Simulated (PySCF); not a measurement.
Ionisation energy of Ga by level of theory

Ga [Ar] 3d10 4s2 4p1 (2P) → Ga⁺ [Ar] 3d10 4s2 (1S), as a difference of total energies. Calculation: PySCF 2.14, in cc-pVDZ-PP with ECP10MDF (4s3p2d, 23 functions); scalar relativity through the core potential. Correlated levels: valence: 3s2 3p6 3d10 frozen. The calculations carry no spin-orbit coupling.

```tsv
method	ionisation energy (eV)	error (eV)
UHF	5.515	-0.416
TPSS	5.910	-0.021
PBE0	5.939	+0.008
MP2 (valence)	5.665	-0.266
SCS-MP2 (valence)	5.644	-0.287
CCSD (valence)	5.727	-0.204
CCSD(T) (valence)	5.739	-0.192
```

Reference: 5.931 eV (measured; NIST levels, between the centres of gravity of the two terms).

Errors of the correlated levels include the incompleteness of this basis and the frozen core.
